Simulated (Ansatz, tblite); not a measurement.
Cost and result up the ladder for the cluster Sn₉Au⁺ (10 atoms). Charge 1, multiplicity 1. Geometry: r2SCAN-D4/def2-SVP.

```csv
atom,x (Å),y (Å),z (Å)
Au1,-0.444,-0.473,2.681
Sn2,-1.569,1.393,-1.247
Sn3,0.554,-0.301,-2.802
Sn4,0.150,-1.448,0.073
Sn5,-2.111,-1.643,-1.688
Sn6,2.873,-1.080,-0.763
Sn7,1.570,1.747,-0.665
Sn8,2.213,0.147,1.879
Sn9,-0.524,2.068,1.569
Sn10,-2.711,-0.409,0.965
```

Ansatz on 6 threads of AMD EPYC on a shared host; xTB runs through tblite on one thread. Times are rough, summed over both states, and most runs start from the orbitals of an earlier one. PBE0-D4/def2-SVP serves as the yardstick here, not as an exact answer. The other state is a triplet.

In the def2 sets Au, Sn take a core potential; there is no spin–orbit coupling. The xTB rows come from tblite. The structure comes from a short search, and lower isomers may exist.

xTB has no spin-polarisation term.

```tsv
level	functions	wall time
GFN1-xTB	90	0.23 s
GFN2-xTB	90	0.52 s
PBE-D4/def2-SVP	266	66 s
r2SCAN-D4/def2-SVP (with forces)	266	2.7 min
PBE0-D4/def2-SVP	266	3.3 min
```

Estimate what each level gives for the vertical triplet (eV).


```
                           level  vertical triplet (eV)  difference from PBE0-D4/def2-SVP (eV)
                        GFN1-xTB                   1.24                                   0.26
                        GFN2-xTB                   1.25                                   0.27
                 PBE-D4/def2-SVP                   0.96                                  -0.02
r2SCAN-D4/def2-SVP (with forces)                   0.91                                  -0.07
                PBE0-D4/def2-SVP                   0.98                                   0.00
```
